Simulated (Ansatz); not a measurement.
## Molecular dynamics of ClH₃O₃Si

Input:

```yaml
crystal:
  periodic: [false, false, false]
  atoms:
    - { symbol: Si, position_ang: [-0.134079, -0.126247, 0.107259] }
    - { symbol: Cl, position_ang: [0.100522, 0.077876, 2.233564] }
    - { symbol: O, position_ang: [1.313681, 0.056445, -0.730363] }
    - { symbol: H, position_ang: [1.966938, -0.63968, -0.877512] }
    - { symbol: O, position_ang: [-1.165279, 1.111135, -0.370631] }
    - { symbol: H, position_ang: [-1.015153, 1.675867, -1.140879] }
    - { symbol: O, position_ang: [-0.697166, -1.68404, -0.205253] }
    - { symbol: H, position_ang: [-1.462264, -2.119855, 0.190614] }
basis:
  gaussian: { orbitals: "6-31G" }
hamiltonian:
  xc: pbe0
  dispersion: d4
md:
  timestep: 3.0
  n_steps: 40
  ensemble: nvt_langevin
  temperature: 300.0
  initial_velocities: maxwell_boltzmann
  seed: 147075
  friction: 0.02
```

Run as:

```bash
$ ansatz run input.yaml --threads 1 --pin off --max-ram 2048MiB --backend cpu --events-out ev --progress --plain --runs-dir out
```

It starts from a relaxed structure.

Output, in part (step lines, the closing report, with atoms numbered from 0):

```
md step     0: t =     0.00 fs  T =   262.5 K  F+E_penalty+E_count = -26575.93660889 eV  E_kin = 0.271446 eV  (26 SCF iters)
md step     7: t =    21.00 fs  T = 5657930.6 K  F+E_penalty+E_count = -26555.03460392 eV  E_kin = 5850.752799 eV  (94 SCF iters)
md step     8: t =    24.00 fs  T = 5011784.8 K  F+E_penalty+E_count = -26551.11037570 eV  E_kin = 5182.586425 eV  (153 SCF iters)
md step     9: t =    27.00 fs  T = 4441637.9 K  F+E_penalty+E_count = -26549.69461275 eV  E_kin = 4593.008876 eV  (890 SCF iters)
md step    10: t =    30.00 fs  T = 3942656.1 K  F+E_penalty+E_count = -26549.47135038 eV  E_kin = 4077.021780 eV  (302 SCF iters)
md step    11: t =    33.00 fs  T = 3503680.9 K  F+E_penalty+E_count = -26549.19672455 eV  E_kin = 3623.086317 eV  (598 SCF iters)
md step    12: t =    36.00 fs  T = 3111212.7 K  F+E_penalty+E_count = -26548.75412112 eV  E_kin = 3217.242752 eV  (493 SCF iters)
md step    13: t =    39.00 fs  T = 2762745.9 K  F+E_penalty+E_count = -26548.28319383 eV  E_kin = 2856.900233 eV  (577 SCF iters)
[... lines left out ...]
md step    37: t =   111.00 fs  T = 156891.4 K  F+E_penalty+E_count = -26549.26372167 eV  E_kin = 162.238271 eV  (331 SCF iters)
md step    38: t =   114.00 fs  T = 138620.1 K  F+E_penalty+E_count = -26549.15417689 eV  E_kin = 143.344233 eV  (314 SCF iters)
md step    39: t =   117.00 fs  T = 123779.8 K  F+E_penalty+E_count = -26549.28497806 eV  E_kin = 127.998200 eV  (312 SCF iters)
md step    40: t =   120.00 fs  T = 109652.2 K  F+E_penalty+E_count = -26549.45781870 eV  E_kin = 113.389128 eV  (1637 SCF iters)
Total energy: -26549.45788062 eV, -975.6745812440 hartree
Atom 0 at    -0.575301    -0.701200     0.511300 Å, force     0.450907     1.307378     1.515714 eV/Å
Atom 1 at    -0.036759     0.193724     2.573440 Å, force    -0.237369    -0.511685    -1.363200 eV/Å
Atom 2 at    -0.332325     0.169782    -0.823891 Å, force     0.363117     0.546551    -0.416592 eV/Å
Atom 3 at    10.729178    -5.401852    -7.568578 Å, force    -0.006922     0.002811     0.004512 eV/Å
Atom 4 at    -1.349123    -2.093810     0.628581 Å, force    -0.569696    -1.344980     0.259520 eV/Å
Atom 5 at    24.686010    61.571041   -36.577831 Å, force    -0.000035    -0.000077     0.000049 eV/Å
Atom 6 at    26.681584    -0.128154   -13.753538 Å, force    -0.000008     0.000002     0.000001 eV/Å
Atom 7 at  -448.581820   -25.703441   229.248142 Å, force     0.000006     0.000001    -0.000003 eV/Å
Dipole moment:   -37.456397     3.018588    16.658999 e Å
```

The steps, from the saved trajectory:

```tsv
time (fs)	T (K)	potential energy less start (eV)
0	262	0.000
3	628	0.437
6	876	3.043
9	353	3.901
12	2432	3.473
15	1675181	54.009
18	6243673	20.713
21	5657931	20.902
24	5011785	24.826
27	4441638	26.242
30	3942656	26.465
33	3503681	26.740
36	3111213	27.182
39	2762746	27.653
42	2449972	28.013
45	2176877	28.214
48	1934463	28.321
51	1714887	28.375
54	1516949	28.313
57	1347687	28.076
60	1196089	27.683
63	1062302	27.195
66	938348	26.733
69	834532	26.520
72	740296	26.800
75	655332	27.363
78	581696	27.289
81	517167	26.750
84	459324	26.542
87	406217	26.739
90	360534	27.055
93	321708	27.239
96	287699	27.196
99	254395	26.967
102	225984	26.650
105	199242	26.424
108	177504	26.455
111	156891	26.673
114	138620	26.782
117	123780	26.652
120	109652	26.479
```

All steps were run. The temperature shot up to 6.2e+06 K, far beyond the bath's, so the integration failed: the time step of 3 fs is too long for the fastest motions that this run met, and the later frames carry no physical meaning.

Parted: Si1–O7 1.69 → 30.77 Å, O3–H4 0.97 → 14.10 Å, O5–H6 0.97 → 78.20 Å, O7–H8 0.97 → 534.40 Å. It ends as ClO2Si + H + H + H + O. Pairs count as bonded within 1.25 times the sum of covalent radii (0.12 Å more for H–H).

Last frame:

```xyz
8
Properties=species:S:1:pos:R:3
Si -0.575 -0.701 0.511
Cl -0.037 0.194 2.573
O -0.332 0.170 -0.824
H 10.729 -5.402 -7.569
O -1.349 -2.094 0.629
H 24.686 61.571 -36.578
O 26.682 -0.128 -13.754
H -448.582 -25.703 229.248
```

Run time: 13 min on 1 thread of Arm Neoverse V2, with other jobs on the host, peak memory 0.16 GiB.
